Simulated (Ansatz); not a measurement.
```yaml
crystal:
  periodic: [false, false, false]
  atoms:
    - {symbol: B, position_ang: [0.582113, 1.672341, 0.669220]}
    - {symbol: N, position_ang: [-0.317041, 0.572913, 0.432142]}
    - {symbol: Si, position_ang: [-0.074118, -0.788166, -0.555604]}
    - {symbol: O, position_ang: [-0.764666, -1.988514, 0.245795]}
    - {symbol: F, position_ang: [-0.818453, -0.613487, -1.949944]}
    - {symbol: H, position_ang: [1.625048, 1.663938, -0.012283]}
    - {symbol: H, position_ang: [0.311956, 2.613101, 1.283907]}
    - {symbol: H, position_ang: [-1.161727, 0.594562, 1.028284]}
    - {symbol: H, position_ang: [1.386923, -0.927482, -0.864876]}
    - {symbol: H, position_ang: [-0.931080, -2.881946, -0.256420]}
basis:
  gaussian: {orbitals: def2-TZVPP}
hamiltonian: {xc: {name: SPW92}, pseudopotentials: {relativity: scalar}}
scf: {lower_state_search: light}
scf: {max_iter: 3}
output: {forces: true}
```

```sh
$ ansatz run in.yaml --threads 4 --pin off --events-out ev --progress --plain --max-ram 10444MiB
```

Question: How does Ansatz answer? (Best estimate.)

Answer: Ansatz gave: The input was rejected before any iteration.
```
Error: YAML parse error: error: line 18 column 1: duplicate mapping key: scf, set DuplicateKeyPolicy in Options if acceptable
16 | hamiltonian: {xc: {name: SPW92}, pseudopotentials: {relativity: s…
17 | scf: {lower_state_search: light}
18 | scf: {max_iter: 3}
19 | output: {forces: true}
```
